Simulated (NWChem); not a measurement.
System: Si2H3Cl3; SMILES Cl[SiH2][SiH](Cl)Cl

```xyz
8

Si     0.7544    -1.2496    -0.5601
Cl    -0.3709    -2.8411     0.1476
Si    -0.0049     0.7018     0.4827
Cl     1.2056     2.2426    -0.1823
Cl    -1.9561     1.0488    -0.0921
H      0.5739    -1.1303    -2.0338
H      2.1897    -1.4899    -0.2373
H      0.0413     0.6810     1.9679
```
Atoms are numbered in this order, from 1.

Results from NWChem. Pople sets run with spherical d functions. STO-3G and 3-21G are far too small for this property and stand as cheap habits. Geometry: optimised at PBE0/def2-SVP. GIAO values for the isolated, static molecule; σ is the absolute isotropic shielding, δ = σ(reference) − σ with the isolated reference molecule computed at the same levels (1H: tetramethylsilane, 29Si: tetramethylsilane).

For level Hartree-Fock/STO-3G:

| Property | Value |
|---|---|
| δ Si1 (ppm) | -29.8 |
| σ Cl2 (ppm) | 1239.6 |
| δ Si3 (ppm) | 14.3 |
| σ Cl4 (ppm) | 1207.2 |
| σ Cl5 (ppm) | 1209.0 |
| δ H6 (ppm) | 3.15 |
| δ H8 (ppm) | 3.69 |

What are these values for level B3LYP/6-311G**?


| Item | Value |
|---|---|
| δ Si1 (ppm) | -25.4 |
| σ Cl2 (ppm) | 1009.9 |
| δ Si3 (ppm) | 22.7 |
| σ Cl4 (ppm) | 874.0 |
| σ Cl5 (ppm) | 877.9 |
| δ H6 (ppm) | 5.04 |
| δ H8 (ppm) | 6.00 |
